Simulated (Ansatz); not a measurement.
Mulliken charges of C2H5NSi (`C#C[SiH2]N`) from PBE/def2-TZVPP in Ansatz (PBE0-D4/def2-TZVP geometry).

```
atom   x (Å)   y (Å)   z (Å)  charge (e)
  C1   0.014   0.609  -2.344      -0.058
  C2   0.209   0.459  -1.162      -0.279
 Si3   0.488   0.218   0.637       0.341
  N4  -0.593  -0.864   1.407      -0.382
  H5  -0.157   0.742  -3.388       0.198
  H6   0.346   1.547   1.277      -0.060
  H7   1.862  -0.315   0.791      -0.060
  H8  -0.528  -1.851   1.218       0.151
  H9  -1.553  -0.591   1.547       0.151
```

Question: By hand: the dipole of these point charges (1 e Å = 4.8032 D).

Answer: Σ q r = (-0.144, -0.055, -0.237) e Å, of length 0.283 e Å = 1.36 D.

Question: How does the dipole of the full density compare? (An estimate is asked.)

Answer: Computed: (-0.235, -0.171, -0.081) e Å, 1.45 D; the point charges give 0.94 times that, at 43° from its direction.

Point charges leave out the atoms' own dipoles, such as those of lone pairs, and Mulliken's split depends on the basis, so the two needn't agree.
